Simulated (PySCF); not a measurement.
Shieldings and the share of exact exchange

Molecule: 1,1-difluoro-2-vinylcyclopropane, C5H6F2.

Bonds (- single, = double, # triple, : aromatic): C1=C2 1.334 Å, C2-C3 1.474 Å, C3-C4 1.547 Å, C4-C5 1.468 Å, C5-F6 1.337 Å, C5-F7 1.339 Å, C5-C3 1.486 Å. C1 carries H8, H9; C2 carries H10; C3 carries H11; C4 carries H12, H13. Stereochemistry as in C=C[C@@H]1CC1(F)F. H13 is cis to C2 on the ring; H9 is cis to C3; H12 is trans to C2 on the ring; H8 is trans to C3.

GIAO shieldings (ppm, equivalent atoms averaged) in PySCF 2.14 on the PBE0-D3(BJ)/def2-SVP geometry, basis pcSseg-1, gas phase, non-relativistic:

```tsv
functional	exact exchange (%)	σ(C5)	σ(C3)	σ(C4)	σ(F6)
BLYP	0	54.6	141.0	153.0	298.6
BP86	0	59.6	146.0	157.6	301.1
PBE	0	60.2	146.4	158.1	299.3
PBE0	25	69.7	153.9	164.1	319.4
HF	100	91.6	168.6	175.3	362.2
```

Task: Fit each shielding as a line in the percentage of exact exchange.

Result: σ(C5) = 58.8 + 0.33 x (rms 2.3 ppm); σ(C3) = 145.1 + 0.24 x (rms 2.3 ppm); σ(C4) = 156.9 + 0.19 x (rms 2.2 ppm); σ(F6) = 300.5 + 0.63 x (rms 1.8 ppm). The functionals also differ in their semilocal parts, which the line can't hold; Hartree–Fock has no correlation at all.

Task: What does the line predict for B3LYP (20 %), and what does the run give?

Result: σ(C5): 65.4 predicted, 62.5 computed; σ(C3): 149.9 predicted, 147.5 computed; σ(C4): 160.7 predicted, 158.3 computed; σ(F6): 313.1 predicted, 315.0 computed ppm.
